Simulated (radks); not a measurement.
Values are calculated unless marked as measured or tabulated.
Coherent X-ray form factor from a spherical all-electron density. Level of theory: Dirac Kohn-Sham, PBE, spin-unpolarised, spherical densities, finite nucleus; Fermi nuclear charge, rms radius of each element as measured or else 0.836 A^(1/3) + 0.57 fm (a radial shooting solver on a logarithmic mesh with Libxc functionals).

sin(theta)/lambda (1/angstrom),f0 (electrons)
0.05,1.983
0.1,1.934
0.15,1.857
0.2,1.756
0.25,1.640
0.3,1.514
0.4,1.255
0.5,1.015
0.6,0.808
0.8,0.505
1,0.317
1.25,0.183
1.5,0.110
2,0.045

The species is in the configuration that NIST lists as its ground one. Which atom or ion scatters so?

Answer. The lithium ion Li+, [He]. Extrapolating in s^2 from the first two rows gives f0(0) = 2.0, near the electron count 2; among species with that count, the fall with angle is slower the higher Z, and the table is that of Z = 3; from so few rows the species is fixed only to a neighbour or two.
